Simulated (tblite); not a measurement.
Compound: C5H7NO2Si.
SMILES with atom numbers: `[CH3:1]/[CH:2]=[C:3](/[C:4]#[N:5])[O:6][SiH2:7][CH:8]=[O:9]` (hydrogens: H10, H11, H12 on C1; H13 on C2; H14, H15 on Si7; H16 on C8)

Structure optimised with GFN2-xTB, isolated species.

(1) What internal coordinates does the optimisation give?

Answers

(1) 
| bond | length (bohr) |
| --- | --- |
| C1–C2 | 2.808 |
| C2=C3 | 2.534 |
| C3–C4 | 2.678 |
| C4≡N5 | 2.167 |
| C3–O6 | 2.568 |
| O6–Si7 | 3.080 |
| Si7–C8 | 3.614 |
| C8=O9 | 2.273 |
| C1–H10, C1–H11, C1–H12 | 2.057 |
| C2–H13 | 2.042 |
| Si7–H14, Si7–H15 | 2.759 |
| C8–H16 | 2.103 |

Bonds in one row agree within 0.02 bohr and their mean is given. A selection of angles:
| angle | degrees |
| --- | --- |
| C1–C2–C3 | 124.2 |
| C2–C3–C4 | 119.9 |
| C2–C3–O6 | 122.1 |
| C4–C3–O6 | 117.9 |
| C3–C4–N5 | 179.8 |
| C3–O6–Si7 | 131.8 |
| O6–Si7–C8 | 98.8 |
| Si7–C8–O9 | 122.9 |

Dihedral angles: C1–C2–C3–C4 180° (antiperiplanar); C2–C3–O6–Si7 -176° (antiperiplanar); C3–O6–Si7–C8 180° (antiperiplanar); O6–Si7–C8–O9 177° (antiperiplanar). The mirror-image conformer, all signs reversed, is as good.

The C–C distances run from 1.341 Å (C2=C3, drawn double) to 1.486 Å (C1–C2, drawn single), a spread of 0.145 Å. Of the pairs four or more bonds apart, O6···H12 is among the closest relative to their van der Waals radii: 2.47 Å, 91 % of the sum of Bondi's values. The 2 C–O bonds span 1.203 Å (C8=O9, drawn double) to 1.359 Å (C3–O6, drawn single), a spread of 0.156 Å. Si7 (oxygen-bound silicon) is distorted tetrahedral (angles from 98.8° to 112.1°). O6 (silyl ether oxygen) is bent (angle 131.8°).

Point group: near Cs, missed by 0.25 Å at most; the miss may be what the optimiser left on a soft mode. Its GFN2-xTB frequencies are all real (lowest 30 cm⁻¹). One conformer, not necessarily the lowest.

All values are computed, not measured.
